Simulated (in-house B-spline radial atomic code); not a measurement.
Relativistic effects in the silicon ion Si⁵⁺, [He] 2s2 2p5: non-relativistic Hartree-Fock (point nucleus) against Dirac-Hartree-Fock (Fermi nucleus of rms radius 3.1224 fm), both averages of the configuration, computed with an all-electron radial atomic-structure program (B-spline basis).

| orbital | ε NR (Eh) | ε Dirac (Eh) | <r> NR (bohr) | <r> Dirac (bohr) | change of <r> (%) |
| --- | --- | --- | --- | --- | --- |
| 1s1/2 | -72.675 | -72.861 | 0.1113 | 0.1109 | -0.3 |
| 2s1/2 | -9.4014 | ? | 0.5469 | ? | ? |
| 2p1/2 | -7.6872 | ? | 0.5064 | ? | ? |
| 2p3/2 | -7.6872 | -7.6807 | 0.5064 | 0.5065 | 0.0 |

What happens to 2s1/2?

Its energy goes to -9.4334 hartree and <r> to 0.5451 bohr (-0.33 %).

What happens to 2p1/2?

Its energy goes to -7.7076 hartree and <r> to 0.5047 bohr (-0.34 %).

What explains the pattern of contraction and expansion?

The s and p1/2 orbitals contract directly, as their density near the nucleus moves at relativistic speed. Nothing expands appreciably in this ion.

By how much does the total energy change?

By -0.62091 hartree, from -279.102 to -279.723.
